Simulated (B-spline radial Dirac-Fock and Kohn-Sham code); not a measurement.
## Kohn-Sham estimates against Dirac-Fock for the levels of Hg⁺

System: the Hg⁺ ion, configuration [Xe] 4f14 5d10 6s1.

The density-functional columns are spherical, spin-unpolarised Dirac-Kohn-Sham results without Breit or QED terms: −ε is minus the orbital energy of the initial state and ΔSCF the difference of two total energies. The reference in the last column comes from Dirac-Fock (average of configuration) total-energy differences with a finite nucleus, the Breit interaction including its frequency dependence, and self-energy and vacuum-polarisation corrections. All numbers are from an atomic code on a B-spline grid, in eV; a selection of levels is shown. For the 1s level of heavy atoms much of the gap between ΔSCF and the reference is the Breit and QED part, -454.1 eV here; for other levels the error of the functional can be larger.

```
level   PBE −ε  PBE ΔSCF   LDA −ε  LDA ΔSCF  Dirac-Fock
    K  83005.1   83626.0  82939.3   83558.0     83114.3
   L1  14707.5   14821.4  14697.7   14811.9     14866.5
   L2  14115.9   14264.0  14111.4   14259.6     14225.8
   L3  12168.3   12291.7  12165.9   12289.4     12300.2
   M1   3496.7    3529.7   3494.1    3527.3      3586.5
   M2   3229.1    3264.9   3228.2    3264.0      3301.0
   M3   2797.8    2829.6   2797.3    2829.3      2869.8
   M4   2353.2    2391.8   2353.5    2392.2      2403.4
   M5   2260.8    2298.0   2261.1    2298.4      2312.7
   N1    775.8     790.7    774.6     789.5       825.7
   N2    660.9     675.7    660.4     675.3       703.0
   N3    556.7     570.7    556.1     570.1       598.3
   N4    368.5     382.3    368.6     382.4       398.0
   N5    349.1     362.6    349.1     362.7       378.5
   N6    107.0     120.1    107.5     120.6       118.5
   N7    102.8     115.8    103.3     116.3       114.5
   O2    88.96     96.78    89.43     97.26       101.0
   O3    70.72     78.14    70.96     78.39       82.97
   O4    19.99     26.33    20.27     26.61       24.53
   O5    18.12     24.31    18.38     24.58       22.70
   P1    14.71     18.97    15.10     19.39       17.09
```

Q: Order the estimates of the K (1s) level by their distance from the Dirac-Fock value, nearest first.
A. PBE −ε
B. LDA ΔSCF
C. PBE ΔSCF
D. LDA −ε

A: A (109.1 eV), D (175.0 eV), B (443.8 eV), C (511.8 eV).

An eigenvalue near the reference for a deep level is a cancellation of errors: it lacks relaxation, carries self-interaction and omits Breit and QED terms.

For the outermost level NIST gives 18.75688 eV (measured); the differences from it are PBE −ε -4.05, PBE ΔSCF +0.22, LDA −ε -3.66, LDA ΔSCF +0.63, Dirac-Fock -1.66 eV.

Values without a named source are computed, but for edge energies of neutral atoms, which are taken from tables.
